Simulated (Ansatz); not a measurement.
Job for Ansatz (an electronic-structure program): R-CCSD(T)/def2-SVP on H3NSSn (SMILES [NH2][Sn][SH]), a point of a torsion scan. Elements past Kr take the def2 small-core potentials; no spin–orbit coupling. The run froze 15 orbitals, filled d shells among them.

Ansatz 0.2 input:
```yaml
crystal:
  periodic: [false, false, false]
  atoms:
    - {symbol: N, position_ang: [-1.38552282, 0.07804134, 0.23964054]}
    - {symbol: Sn, position_ang: [0.24481155, -1.19065276, 0.12711227]}
    - {symbol: S, position_ang: [-0.66514443, -2.91265603, 1.62859964]}
    - {symbol: H, position_ang: [-1.32257556, 1.03039532, 0.57620945]}
    - {symbol: H, position_ang: [-2.24140154, -0.29076085, 0.64154271]}
    - {symbol: H, position_ang: [0.28566506, -3.82456815, 1.47750026]}
basis:
  gaussian:
    orbitals: def2-SVP
magnetization: {spin_polarized: false}
correlation: {method: ccsd_t, electrons: outside_noble_gas}
scf: {lower_state_search: off}
```

It printed:

```
WARN ansatz: RAYON_NUM_THREADS=1 ignored (pool sized by the plan → 1); use --threads N
Functional definition: HF
these checks for a lower state are left out or cut short: stability, starts, cluster_reference, orbital_swaps, neighbouring_geometries, increment
integrals: 0.06 GiB planned
803 factors; integrals over basis functions are off by at most 1.2e-3 eV
mean field: 0.15 GiB planned
mean field evaluation 1: about -18145.3373 eV, gradient 3.4e1 eV
mean field evaluation 2: about -18145.3473 eV, gradient 3.4e1 eV
mean field evaluation 4: about -18148.3859 eV, gradient 2.7e0 eV
mean field evaluation 8: about -18148.4278 eV, gradient 6.7e-4 eV
mean field -18148.42778462 eV, -666.9424196388 hartree, gradient 7.6e-6 eV, S^2 0.000000; 0 other end points of the search recorded, 0 dependent functions left out
15 core orbitals not correlated
reference -18148.42778462 eV, -666.9424196388 hartree; 9, 9 occupied and 49, 49 virtual orbitals, 803 factors
second order -10.15157313 eV of doubles, -0.00000000 eV of singles
coupled cluster: 0.14 GiB planned
cycle   1  -10.70744771 eV  change   -5.6e-1 eV  update   9.6e-2
cycle   2  -11.02180824 eV  change   -3.1e-1 eV  update   3.2e-2
cycle   3  -11.11591669 eV  change   -9.4e-2 eV  update   2.1e-2
cycle   4  -11.11289136 eV  change    3.0e-3 eV  update   7.3e-3
cycle   5  -11.11012523 eV  change    2.8e-3 eV  update   3.9e-3
cycle   6  -11.11050184 eV  change   -3.8e-4 eV  update   1.5e-3
cycle   7  -11.11022843 eV  change    2.7e-4 eV  update   5.9e-4
cycle   8  -11.11035404 eV  change   -1.3e-4 eV  update   2.1e-4
cycle   9  -11.11039839 eV  change   -4.4e-5 eV  update   9.3e-5
cycle  10  -11.11037145 eV  change    2.7e-5 eV  update   3.8e-5
cycle  11  -11.11038697 eV  change   -1.6e-5 eV  update   1.7e-5
cycle  12  -11.11039065 eV  change   -3.7e-6 eV  update   6.6e-6
perturbative correction -0.34633344 eV, -0.0127275191 hartree
Total energy: -18159.88450872 eV, -667.3634464835 hartree
Checks for a lower state left out: stability, starts, cluster_reference, orbital_swaps, neighbouring_geometries, increment
```

The run converged.

Cost: about 3.0 core-seconds (a rough figure).
